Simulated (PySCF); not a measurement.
A structure optimised at TPSSh-D3(BJ)/def2-TZVP, used in a PySCF frequency run:

```xyz
7

Al    -0.4671    -0.0493     0.0000
H     -2.0424    -0.1222     0.0000
O      0.5195    -1.4401     0.0000
H      0.1624    -2.3305     0.0000
N      0.3625     1.5104     0.0000
H      1.3640     1.6378     0.0000
H     -0.1050     2.4048     0.0000
```

Problem. Write its SMILES, formula and point group.

Solution. [NH2][AlH][OH], AlH4NO, Cs

Problem. What are its rotational constants (standard atomic weights)?

Solution. 27.908, 6.3784, 5.1918 GHz
